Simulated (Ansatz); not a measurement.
Basis sets compared for the cluster SrS2. The state is a singlet with charge 0. Geometry PBE0-D4/def2-TZVP. Ansatz on 4 threads of Arm Neoverse V2 on a shared host; times are rough, and most runs start from earlier orbitals.

```csv
atom,x (Å),y (Å),z (Å)
Sr1,0.5456,0.2749,1.4414
S2,0.0487,0.8328,-1.0274
S3,-0.5943,-1.1077,-0.4140
```

In the def2 sets Sr takes a core potential, while STO-3G treats all electrons; there is no spin–orbit coupling. The structure comes from a short search, and lower isomers may exist.

STO-3G and 6-31G are all-electron sets without relativity, so their totals don't compare with the def2 sets.

Binding counts from free atoms (Sr singlet, S triplet) in the same basis, without a counterpoise term.

| level | functions | energy (Eh) | HOMO (eV) | LUMO (eV) | binding per atom (eV) | wall time |
| --- | --- | --- | --- | --- | --- | --- |
| HF/STO-3G | 40 | -3885.3935 | -1.63 | 4.18 | – | 0.1 s |
| HF/def2-TZVP | 107 | -825.4922 | -6.41 | -0.88 | – | 0.3 s |
| PBE-D4/def2-SVP | 59 | -826.5602 | -3.35 | -2.66 | 2.59 | 0.4 s |
| PBE-D4/def2-TZVP | 107 | -826.8507 | -3.39 | -2.68 | 2.63 | 0.6 s |
| r2SCAN-D4/def2-TZVP | 107 | -827.1445 | -3.45 | -2.16 | 2.62 | 1.6 s |
| PBE0-D4/def2-SVP | 59 | -826.6141 | -4.27 | -2.18 | 2.46 | 0.6 s |
| PBE0-D4/def2-TZVP | 107 | -826.9021 | -4.29 | -2.18 | 2.51 | 0.9 s |

Question: Estimate the rows for PBE-D4/def2-TZVPD, r2SCAN-D4/def2-TZVPD, PBE0-D4/def2-TZVPD.

Answer: 
| level | functions | energy (Eh) | HOMO (eV) | LUMO (eV) | binding per atom (eV) | wall time |
| --- | --- | --- | --- | --- | --- | --- |
| PBE-D4/def2-TZVPD | 125 | -826.8524 | -3.44 | -2.70 | 2.63 | 0.75 s |
| r2SCAN-D4/def2-TZVPD | 125 | -827.1461 | -3.49 | -2.15 | 2.62 | 1.8 s |
| PBE0-D4/def2-TZVPD | 125 | -826.9037 | -4.34 | -2.19 | 2.52 | 1 s |
